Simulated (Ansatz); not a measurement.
H2B2O, SMILES `B1BO1` (charge 0, multiplicity 1).

Computed with frozen-core CCSD(T)/cc-pV5Z // B3LYP-D3(BJ)/def2-TZVP (Ansatz, a first-principles code).

Ansatz 0.2 input:
```yaml
crystal:
  periodic: [false, false, false]
  atoms:
    - { symbol: B, position_ang: [-0.750833, -0.179557, 0.400884] }
    - { symbol: B, position_ang: [0.766416, -0.193272, 0.009332] }
    - { symbol: O, position_ang: [-0.03894, 0.931854, -0.01521] }
    - { symbol: H, position_ang: [-1.885659, -0.262314, 0.713085] }
    - { symbol: H, position_ang: [1.90902, -0.296711, -0.266175] }
basis:
  gaussian: { orbitals: cc-pV5Z }
correlation:
  method: ccsd_t
```

Output:

```
Functional definition: HF
2373 factors; integrals over basis functions are off by at most 7.3e-4 eV
mean field evaluation 1: about -3411.0081 eV, gradient 3.6e1 eV
mean field evaluation 2: about -3411.0080 eV, gradient 3.6e1 eV
mean field evaluation 4: about -3413.7650 eV, gradient 3.2e0 eV
mean field evaluation 8: about -3413.8040 eV, gradient 1.3e-1 eV
mean field evaluation 16: about -3413.8029 eV, gradient 5.2e-1 eV
mean field -3413.80405424 eV, -125.4549850337 hartree, gradient 1.3e-6 eV, S^2 0.000000; 0 other end points of the search recorded, 0 dependent functions left out
3 core orbitals not correlated
reference -3413.80405424 eV, -125.4549850337 hartree; 7, 7 occupied and 373, 373 virtual orbitals, 2373 factors
second order -12.65647358 eV of doubles, -0.00000000 eV of singles
cycle   1  -12.46621413 eV  change    1.9e-1 eV  update   8.5e-2
cycle   2  -12.81220796 eV  change   -3.5e-1 eV  update   2.7e-2
cycle   3  -12.89994229 eV  change   -8.8e-2 eV  update   1.4e-2
cycle   4  -12.88509270 eV  change    1.5e-2 eV  update   3.2e-3
cycle   5  -12.88532115 eV  change   -2.3e-4 eV  update   1.5e-3
cycle   6  -12.88579732 eV  change   -4.8e-4 eV  update   4.0e-4
cycle   7  -12.88552464 eV  change    2.7e-4 eV  update   1.3e-4
cycle   8  -12.88549676 eV  change    2.8e-5 eV  update   4.2e-5
cycle   9  -12.88550879 eV  change   -1.2e-5 eV  update   1.3e-5
perturbative correction -0.56626009 eV, -0.0208096743 hartree
Total energy: -3427.25582311 eV, -125.9493284220 hartree
```
